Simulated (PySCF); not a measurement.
SiF2HI, SMILES [SiH](F)(F)I. Heavy atoms are numbered as in [SiH:1]([F:2])([F:3])[I:4]. Hydrogens are named by the atom that carries them.

The structure is a stationary point at B3LYP-D3(BJ)/def2-SVP. The def2 effective core potentials stand for the cores of I; spin–orbit coupling is left out.

These are r2SCAN/def2-TZVPD (PySCF) values and carry that method's errors.

Mulliken values depend strongly on the basis, most of all with diffuse functions as here. ESP charges are fitted to the potential on shells at 1.4 to 2.0 van der Waals radii. Atomic charges (e), one atom of each kind:

```json
[
 {"atom": "Si1 (SiH)", "ESP fit": "0.20", "Mulliken": "0.60"},
 {"atom": "F2", "ESP fit": "-0.12", "Mulliken": "-0.26"},
 {"atom": "I4", "ESP fit": "-0.01", "Mulliken": "-0.08"},
 {"atom": "H on Si1", "ESP fit": "0.06", "Mulliken": "-0.01"}
]
```
